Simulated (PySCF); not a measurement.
**Size series: nanocrystal Ge**

All values: TDDFT PBE/def2-SVP, gas phase, PySCF SCF with an in-house response code, fitting set def2-universal-JFIT, grid level 1 (kernel 0), vertical, one conformer each, geometries GFN2-xTB; core orbitals frozen in the response. The lowest 6 singlets were sought, and the brightest is taken among them. The runs took 2 to 20 CPU minutes each on shared server CPUs.

Tubes, flakes and crystal cuts are finite pieces capped as the formulas show; sizes are those of the cut before relaxation. Spin-orbit coupling is left out, which matters for the heavier atoms here.

| diameter / angstrom | formula | HOMO-LUMO gap / eV | S1 / eV | f(S1) | vertical IP (ΔSCF) / eV | HOMO / eV |
| --- | --- | --- | --- | --- | --- | --- |
| 8.4 | Ge16H24 | 4.00 | 4.08 | 0.000 | 7.62 | -6.05 |
| 8.9 | Ge15H24 | 3.94 | 4.04 | 0.003 | 7.67 | -6.10 |
| 9 | Ge19H26 | 3.67 | 3.75 | 0.002 | 7.37 | -5.91 |
| 9.5 | Ge24H30 | 3.58 | 3.64 | 0.003 | 7.17 | -5.79 |
| 10.3 | Ge22H30 | 3.66 | 3.71 | 0.003 | 7.24 | -5.84 |
| 10.6 | Ge26H34 | 3.53 | 3.62 | 0.018 | 7.12 | -5.78 |
| 10.9 | Ge28H36 | 3.22 | 3.27 | 0.000 | 6.98 | -5.69 |
| 11.1 | Ge27H32 | 3.39 | 3.44 | 0.000 | 7.00 | -5.68 |
| 11.5 | Ge31H36 | 3.30 | 3.34 | 0.001 | 6.90 | -5.64 |
